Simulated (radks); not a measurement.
Spherical quantum dot in the effective-mass picture: electrons in a parabolic well V = omega^2 r^2 / 2 with omega = 1.15, all in effective atomic units (hartree* = m*/eps^2 hartree, bohr* = eps/m* bohr), one dielectric constant everywhere. Method: non-relativistic Kohn-Sham, exchange-only LDA, spin-polarised, spherical densities; computed with a radial shooting solver with Libxc functionals. Levels are named by radial order and angular momentum (1s, 1p, 1d, 2s, ...), and open shells are averaged over m.

N = 9, configuration 1s2 1p6 1d(up 1, down 0). This is the lowest configuration that the search found. Occupied and some empty levels:

level    occupation  eigenvalue (hartree*)  <r> (bohr*)
1s up             1                 6.6706        1.346
1s down           1                 6.6956        1.336
1p up             3                 7.3822        1.697
1p down           3                 7.4175        1.691
1d up             1                 8.1751        1.957
1d down           0                 8.2152        1.955
2s up             0                 8.3245        1.744
2s down           0                 8.3523        1.748
1f up             0                 9.0314        2.173
1f down           0                 9.0727        2.174
2p up             0                 9.2266        1.994
2p down           0                 9.2549        1.996

Energy (hartree*): total 45.0448, kinetic 8.6246, external 17.890, Hartree 22.078, exchange-correlation -3.5477.

Electron density:

r (bohr*)  n(r) (e/bohr*^3)
0.157                0.1961
0.331                0.2122
0.505                0.2351
0.679                0.2584
0.854                0.2755
1.03                 0.2809
1.20                 0.2714
1.38                 0.2470
1.55                 0.2107
1.73                 0.1681
1.90                 0.1249
2.07                0.08609
2.25                0.05481
2.42                0.03234
2.60                0.01762
2.77               0.008821
2.94               0.004093
3.12               0.001752
3.29              0.0006929
3.47              0.0002519
